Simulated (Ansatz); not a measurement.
Reaction (atomization): `[Cl][Ga-]1([Cl])[O]C=CC=[O+]1` → 3 C• + 2 Cl• + Ga• + 3 H• + 2 O•

Program: Ansatz. Geometries: PBE0-D4/def2-TZVP. ΔE: electronic, gas phase. CBS: MP2 limit from def2 TZ/QZ plus the TZ coupled-cluster correction, frozen cores. This one scheme is used for every species, atoms too. Functionals use def2-TZVPP. B3LYP here is the variant with VWN-RPA as its local correlation; programs differ in this. HSE06 is defined as in plane-wave codes. Open shells (•) are unrestricted, without spin–orbit coupling. Spin–orbit coupling would lower the free atoms: a little for C, Cl, O; clearly for Ga. Bonds to Ga are less sure, by a few kJ/mol each and by 10 to 20 or more in all where they break to atoms, as the def2 sets lack core-valence functions. Scalar relativity is left out up to krypton.

`[Cl][Ga-]1([Cl])[O]C=CC=[O+]1`:

Z-matrix (Å, degrees):
```
Ga
O 1 1.909
Cl 1 2.132 2 109.2
O 1 1.909 2 96.0 3 112.8
Cl 1 2.132 2 109.2 3 -134.4
C 2 1.268 1 123.1 3 -112.7
C 4 1.267 1 123.1 2 -0.1
C 6 1.389 2 127.1 1 -0.1
H 6 1.094 2 114.8 1 180.0
H 7 1.094 4 114.8 1 -179.9
H 8 1.081 6 118.3 2 -180.0
```

| level | ΔE (kJ/mol) |
| --- | --- |
| B3LYP-D4 | 4610.1 |
| revPBE | 4558.1 |
| HSE06 | 4659.7 |
| BHLYP | 4383.5 |
| CCSD(T)/def2-SVP | 4424.1 |
| HF/def2-TZVPP | 3299.8 |
| CCSD(T)/def2-TZVPP | 4522.4 |
| HF/def2-QZVPP | 3302.5 |

Question: What does CCSD(T)/CBS give? (Estimate.)

Answer: Ansatz gave: +4637.2 kJ/mol. The listed levels differ from it by -27.1, -79.1, 22.5, -253.7, -213.1, -1337.4, -114.8, -1334.7 kJ/mol.

Largest T1 diagnostic among the species: 0.016.

The D4 term adds +62.7 kJ/mol with B3LYP and +33.5 kJ/mol with PBE0; it sums over pairs of atoms, weighted by their polarisabilities, and B3LYP, whose exchange is more repulsive, gets the larger term. From BLYP to BHLYP (50 % exact exchange), in def2-TZVPP and without D4, ΔE moves by −167.2 kJ/mol: exact exchange takes away binding that semilocal exchange gives to molecules.

For atomizations the MP2-based limit and the directly extrapolated one differ by several kJ/mol either way, and by 10 to 25 for some Ge, Se and Sn compounds, so smaller differences from it don't rank the levels.
